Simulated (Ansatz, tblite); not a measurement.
Cost and result up the ladder for the cluster AlGaAs2 (the lowest singlet isomer of a short search) (4 atoms). The state is a singlet with charge 0. Geometry: r2SCAN-D4/def2-SVP.

```xyz
4

Al   -0.9472   -0.4181    2.1291
Ga    0.9481    0.4156   -2.1519
As   -0.6546    0.9347   -0.0964
As    0.6537   -0.9322    0.1192
```

Ansatz on 4 threads of Arm Neoverse V2 on a shared host; xTB runs through tblite on one thread. Times are rough, summed over both states, and most runs start from the orbitals of an earlier one. PBE0-D4/def2-TZVP serves as the yardstick here, not as an exact answer. Differences are given only for rows in sets of like size (and for xTB, whose basis is part of the method), since another set adds its own error. The other state is a triplet at its own geometry.

The 6-31G sets use Cartesian d functions. The xTB rows come from tblite. LC-ωPBE has ω = 0.4 bohr⁻¹. B3LYP takes the VWN-RPA correlation. Correlated methods freeze 32 core orbitals; core or outer-core shells of Ga, As are correlated, in sets that lack core-valence functions. At PBE0-D4/def2-TZVP a singlet of charge 0 lies 0.37 eV below the triplet, each at its own geometry. The structure comes from a short search, and lower isomers may exist.

Run but left out: HF/6-31G (singlet: restricted singlet, unstable in another Hartree–Fock run and untested here); HF/def2-TZVP (singlet: restricted singlet, unstable towards broken spin symmetry).

Correlated methods converge slowly with the basis.

xTB has no spin-polarisation term.

| level | functions | triplet − singlet (eV) | difference from PBE0-D4/def2-TZVP (eV) | remarks |
| --- | --- | --- | --- | --- |
| MP2/def2-TZVP | 181 | 0.65 | 0.28 | restricted SCF unstable (singlet), spin-contaminated (⟨S²⟩ 2.13) (triplet) |
| GFN2-xTB | 36 | 0.73 | 0.36 | – |
| PBE0-D4/def2-TZVP | 181 | 0.37 | 0.00 | – |
| B3LYP-D4/def2-TZVP | 181 | 0.52 | 0.15 | – |
| r2SCAN-D4/def2-TZVP | 181 | 0.20 | -0.18 | – |
| B3LYP-D4/6-31G | 100 | 0.54 | – | – |
| GFN1-xTB | 36 | 0.83 | 0.46 | – |
| LC-ωPBE/def2-TZVP | 181 | 0.35 | -0.02 | – |
| PBE-D4/def2-TZVP (with forces) | 181 | 0.40 | 0.03 | – |

(1) Estimate how long each takes.

## Answers

(1) GFN1-xTB 0.007 s; GFN2-xTB 0.012 s; B3LYP-D4/6-31G 4.5 s; PBE-D4/def2-TZVP (with forces) 6.7 s; B3LYP-D4/def2-TZVP 12 s; MP2/def2-TZVP 13 s; PBE0-D4/def2-TZVP 15 s; LC-ωPBE/def2-TZVP 15 s; r2SCAN-D4/def2-TZVP 17 s. On shared hardware such times vary by a factor of up to 3.
